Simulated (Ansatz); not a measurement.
Stepwise reaction of `[CH3][In]([Cl])[Cl]` with methanol, as a gas-phase model of exchange steps in deposition or etching. ΔE in kJ/mol.

Program: Ansatz. Geometries: PBE0-D4/def2-TZVP. ΔE: electronic, gas phase. CCSD(T)/CBS is the MP2 limit (def2-TZVPP, def2-QZVPP) plus CCSD(T) − MP2 in def2-TZVPP, frozen cores. This one scheme is used for every species. Functionals use def2-TZVPP. B3LYP here is the variant with VWN-RPA as its local correlation; programs differ in this. Elements past krypton have def2 core potentials. For In outer-core shells are correlated without core-valence functions, which leaves a few kJ/mol of doubt a bond. Each species was taken in one conformer, which may not be the lowest.

```json
{"step": "1", "reaction": "`[CH3][In]([Cl])[Cl]` + CH₃OH → `C[O][In]([CH3])[Cl]` + HCl", "PBE-D4": "85.3", "B3LYP-D4": "88.9", "ωB97M-V": "92.0", "CCSD(T)/CBS": "85.1"}
{"step": "2", "reaction": "`C[O][In]([CH3])[Cl]` + CH₃OH → `C[O][In]([CH3])[O]C` + HCl", "PBE-D4": "101.9", "B3LYP-D4": "103.7", "ωB97M-V": "107.4", "CCSD(T)/CBS": "101.8"}
```

(1) By hand: ΔE of the 2 steps together at CCSD(T)/CBS.

Answers

(1) (85.1) + (101.8) = 186.9 kJ/mol, or 93.4 kJ/mol a step.

In ΔE each step is higher than the one before. All are uphill at CCSD(T)/CBS. PBE-D4 differs from CCSD(T)/CBS by 0.1 to 0.2 kJ/mol a step. Isolated molecules leave out the surface, adducts and barriers. Largest T1 diagnostic: 0.015.
